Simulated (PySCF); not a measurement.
NaPb at PBE0

Computed with PBE0; PySCF, scalar-relativistic core potentials, basis sets Na aug-cc-pVDZ, Pb aug-cc-pVDZ-PP with ECP60.

```
state                                            : ⁴Σ⁻ (quartet), unpaired electrons σ ↑, π ↑↑
bond length                                      : 2.980 Å
harmonic wavenumber                              : 164 cm⁻¹
force constant                                   : 0.327 mdyn/Å
rotational constant Be                           : 0.09172 cm⁻¹
anharmonicity ωexe                               : 0.666 cm⁻¹
vibration–rotation constant αe                   : 0.000574 cm⁻¹
well depth De to Na + Pb                         : 1.06 eV
dissociation energy D0                           : 1.05 eV
bond order (Mayer)                               : 0.94
dipole moment (positive dipole means Na(−)Pb(+)) : -6.53 D
```

Spin–orbit coupling is left out, which matters for elements this heavy, above all for dissociation energies. The state was picked by a PBE0 search and need not be the measured ground state.
